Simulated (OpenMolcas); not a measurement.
**Kr IV: RASPT2 settings compared**

- Program: OpenMolcas
- Basis: ANO-R1 [5s4p3d1f]
- Scalar Hamiltonian: X2C, finite nucleus
- Active space: 5 electrons in 9 orbitals (RAS2 4s 4p; RAS3 4d, at most 2 electrons)
- State averaging: 2S+1 = 4 odd, 1 root; 2S+1 = 2 odd, 8 roots; 2S+1 = 4 even, 3 roots; 2S+1 = 2 even, 9 roots
- Spin-orbit coupling: state interaction with AMFI integrals over the reference wave functions, term energies averaged over their components

Methods on the same reference wave functions:
A. RASSCF
B. SS-RASPT2, IPEA 0.4 Eh, no level shift (closed shells correlated: 3s 3p 3d)
C. SS-RASPT2, IPEA 0.4 Eh, sigma2 regulariser 0.3 Eh (closed shells correlated: 3s 3p 3d)
D. XMS-RASPT2, IPEA 0.75 Eh, real shift 0.4 Eh (closed shells correlated: 3s 3p 3d)

Energies in cm-1 above 4s2 4p3 4S* 3/2, the measured ground level; measured values from Saloman, J. Phys. Chem. Ref. Data 36, 215 (2007).

```csv
Level,A,B,C,D,Measured
4s2 4p3 4S* 3/2,0.0,0.0,0.0,0.0,0.0
4s2 4p3 2D* 3/2,20480,19850,19850,19860,17038
4s2 4p3 2D* 5/2,22032,21410,21410,21420,18700
4s2 4p3 2P* 1/2,34583,33840,33840,33880,31056
4s2 4p3 2P* 3/2,36619,35900,35900,35930,33406
4s 4p4 4P 5/2,116168,117180,117180,117150,118762
4s 4p4 4P 3/2,119749,120770,120770,120730,122426
4s 4p4 4P 1/2,121462,122470,122470,122430,124110
4s 4p4 2D 3/2,147705,147690,147690,147770,145773
4s 4p4 2D 5/2,148264,148270,148270,148340,146645
```

Deviations, from unrounded energies. A percentage is the sum of absolute deviations over the sum of measured energies, with the sign that they share, or ± where signs differ.

```csv
Against measurement,Levels,A,B,C,D
mean absolute deviation (cm-1),9,2800,2100,2100,2200
other terms of the ground configuration (%),4,+13.5,+10.8,+10.8,+10.9
other configurations (%),5,±1.7,±1.3,±1.3,±1.3
```

B, C, D lie about equally close to measurement and A furthest from it. The largest miss of B in the table is 4s2 4p3 2D* 3/2, by +2800 cm-1. The ranking rests on the paired levels alone, and a cruder setting can come out closer through cancelling errors.

Among B to D the level of the table that moves most is 4s 4p4 2D 3/2, by 78 cm-1 (lowest in B, highest in D). Moves below CASPT2's spread within the term are not significant.

The mean deviations of B to D differ by less than CASPT2's widest spread within a term (180 cm-1), so their order carries little weight.

From A to B the spin-free energies of the other terms of 4s2 4p3 shown, above 4S*, scale by factors of 0.97 to 0.98.

The lowest spin-free term lies below A's lowest term by 0.368 hartree in B, 0.368 hartree in C, 0.366 hartree in D.

CASPT2 does not keep the components of a term degenerate, so their means are used; among the terms shown or strongly mixed into the levels shown the widest spread is 180 cm-1 (4s 4p4 2D, D). The run also gave levels led by 4s2 4p2 4d, which use shells meant for correlation; these and all levels above them are left out. Some terms mix strongly with configurations of 4d, whose occupation reaches 0.24 (4s 4p4 2D). The basis is small and was not contracted for so high a charge. Some terms miss by over 15 % even with CASPT2, which points to a basis or an active space too small for the shells correlated (holds for B; C; D). Measured partners are found by configuration, term and J. A level has none where our copy of the source lacks it or the pairing is in doubt (some pairs that miss far off the trend of their configuration count as doubtful), and it then counts in no deviation. Levels of configurations outside the active space are missing. The table leaves out levels that lie high or whose names do not pair safely across all columns.

* marks odd parity.
